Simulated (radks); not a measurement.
Results of a calculation; reference values are marked as such.
All-electron atom: V2+ in [Ar] 3d3. Code: a radial shooting solver on a logarithmic mesh with Libxc functionals. Model: scalar-relativistic Kohn-Sham, r2SCAN, spin-unpolarised, spherical densities, finite nucleus; meta-GGA in the generalised Kohn-Sham scheme; Fermi nuclear charge, rms radius 3.6002 fm.

Unscreened Slater integrals over Kohn-Sham orbitals (eV).

integral,value
"F0(3d,3d)",19.171
"F2(3d,3d)",8.8009
"F4(3d,3d)",5.4622
"F0(3d,3p)",21.329
"F2(3d,3p)",10.006
"G1(3d,3p)",12.477
"G3(3d,3p)",7.5014
"F0(3d,3s)",21.919
"G2(3d,3s)",9.4167
"F0(3d,2p)",27.062
"F2(3d,2p)",4.5320
"G1(3d,2p)",3.1295
"G3(3d,2p)",1.7695
"F0(3p,3p)",24.207
"F2(3p,3p)",12.160
"F0(3p,3s)",24.974
"G1(3p,3s)",16.609
"F0(3p,2p)",32.919
"F2(3p,2p)",6.2956
"G0(3p,2p)",2.4523
"G2(3p,2p)",2.5414
"F0(3s,3s)",25.823
"F0(3s,2p)",34.340
"G1(3s,2p)",2.7381
"F0(2p,2p)",90.871
"F2(2p,2p)",42.676

Derived for the open shells (J is the average intra-shell exchange parameter used in DFT+U). 3d: Racah B = F2/49 - 5 F4/441 = 0.1177 eV, C = 35 F4/441 = 0.4335 eV, C/B = 3.68, F4/F2 = 0.621, J = (F2 + F4)/14 = 1.019 eV.
